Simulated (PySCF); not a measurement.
C₂H₁₀FNSi₂, SMILES C(C)[SiH2][Si@@H](N)F.

Coordinates come from a PBE0-D3(BJ)/def2-SVP optimisation. The structure was generated by enumeration; whether it is a known compound was not checked. One conformer was computed; it need not be the lowest.

Computed with PBE/def2-TZVP run with PySCF.

Computed frontier levels, gap, dipole moment and polarisability:
```json
{
 "highest_occupied_level": "-6.51 eV",
 "lowest_empty_level": "-0.80 eV",
 "orbital_gap": "5.71 eV",
 "dipole_moment": "2.43 D",
 "quadrupole, principal values (traceless, Buckingham form, about the centre of nuclear charge)": "-9.48, 0.30, 9.18 D·Å",
 "mean_static_polarisability": "89.7 bohr³ (13.29 Å³)",
 "polarisability_principal_values": "78.6, 83.6, 106.9 bohr³"
}
```
